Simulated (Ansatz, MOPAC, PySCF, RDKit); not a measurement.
Pair of molecules: CH5N (SMILES CN) (first 7 atoms) with H2Se (SMILES [SeH2]); geometry from B3LYP-D3(BJ)/def2-TZVP, rigid monomers moved along the line of their centres of mass till N2···Se8 is 4.37 Å.
(charge 0, multiplicity 1):
```xyz
10

C      0.4227    -0.0841    -0.1717
N     -0.5639     0.6409     0.6284
H      0.0157    -1.0591    -0.4448
H      1.3108    -0.2623     0.4358
H      0.7330     0.4235    -1.0942
H     -1.4173     0.7959     0.1058
H     -0.2114     1.5501     0.9015
Se    -0.4463    -0.9580     4.6886
H     -0.9021    -1.9848     3.7471
H     -0.3205    -1.9497     5.7778
```

Monomers are frozen at their geometry in the pair; levels with a basis set take the counterpoise correction. RDKit's UFF carries no charges.

The state that AM1 reach isn't checked.

The values were computed with Ansatz (a quantum-chemistry and plane-wave program) with Gaussian orbitals; MOPAC for AM1 (differences of heats of formation); PySCF for the dispersion terms; RDKit for the force fields. Each number belongs to the level named beside it.

Task: One of these levels gives -0.40 kcal/mol for the interaction energy. Which one is it?
A) AM1
B) B3LYP-D3(BJ)/def2-TZVPPD
C) UFF

Result: C, UFF. The others give -0.08 (AM1), -1.03 (B3LYP-D3(BJ)/def2-TZVPPD)
